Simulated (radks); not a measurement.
Values are calculated unless marked as measured or tabulated.
Q: These are the eigenvalues of the occupied orbitals of an atom or ion with whole-number occupations (eV). Level of theory: non-relativistic Kohn-Sham, PBE, spin-unpolarised, spherical densities, point nucleus (a radial shooting solver on a logarithmic mesh with Libxc functionals).

1s: -3506.430
2s: -351.9657
2p: -281.4040
3s: -36.4986
3p: -20.2852
4p: -1.3872

Which element is it, and in what charge state? The configuration may be excited.

A: Z = 19, potassium, charge 0: K in [Ar] 4p1. The list shows which subshells hold electrons but not how many an open one holds; the 1s level, -128.86 hartree, gives Z - s = 16.1 by -(Z - s)^2/2, which with screening narrows Z to a few neighbours, and the depths of the outer levels then fix element, charge and occupations together.
